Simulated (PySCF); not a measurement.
## Two-component Hartree-Fock for Gd³³⁺ (gadolinium, charge +33)

Start: [Ar] 3d10 4s2 4p1; 4p1/2 filled at m_j = +1/2. Calculated with PySCF 2.14 in an even-tempered Gaussian basis (17 s from 3.3 bohr⁻², ratio 2.8; 13 p from 4.3 bohr⁻², ratio 2.8; 8 d from 7.6 bohr⁻², ratio 2.8; 4 f from 19 bohr⁻², ratio 3): generalised Hartree-Fock with the X2C-1e Hamiltonian and a Gaussian nucleus; one run each with spin-orbit coupling (SO) switched off, then screened by Boettger's factors.

```csv
spinor shell,electrons,"ε, spin-free (eV)","ε, screened SO (eV)",weight of nominal j (screened SO),"rms radius, screened SO (bohr)"
1s1/2,2,-51807.5,-51796.8,1.000,0.0249
2s1/2,2,-9743.4,-9739.4,1.000,0.101
2p1/2,2,-8810.1,-9301.9,1.000,0.0862
3s1/2,2,-3142.8,-3140.9,1.000,0.257
3p1/2,2,-2845.1,-2952.1,1.000,0.248
3p3/2,4,-2845.1,-2797.3,1.000,0.261
3d3/2,4,-2464.3,-2483.1,1.000,0.231
3d5/2,6,-2464.3,-2449.5,1.000,0.235
4s1/2,2,-1428.8,-1428.2,1.000,0.548
4p1/2,1,-1333.3,-1364.9,1.000,0.541
```

Question: Where does 2p3/2 lie, and what is the 2p spin-orbit splitting (screened SO)?

Answer: At -8597.8 eV, 704.07 eV above 2p1/2.

| quantity | spin-free | screened SO |
| --- | --- | --- |
| E (hartree) | -10657.63073 | -10665.85920 |
| M_J | 1/2 | 1/2 |
| ⟨J²⟩ | 1.096 | 0.752 |
| ⟨L²⟩ | 2.006 | 2.033 |
| ⟨S²⟩ | 0.752 | 0.780 |

Each row is a mean over spinors that exchange with the open shell spreads, by up to 5.401 eV (3p1/2).

Breit and QED terms are absent; they matter most for the inner s and p1/2 levels.

Densities and radii are taken from the X2C orbitals without a picture-change correction, which distorts them close to the nucleus.

Without spin-orbit coupling the j labels of p, d and f shells carry no meaning; the spin-free column gives the mean over the occupied spinors of each nl shell, and its ⟨J²⟩ belongs to a mixture of degenerate components.
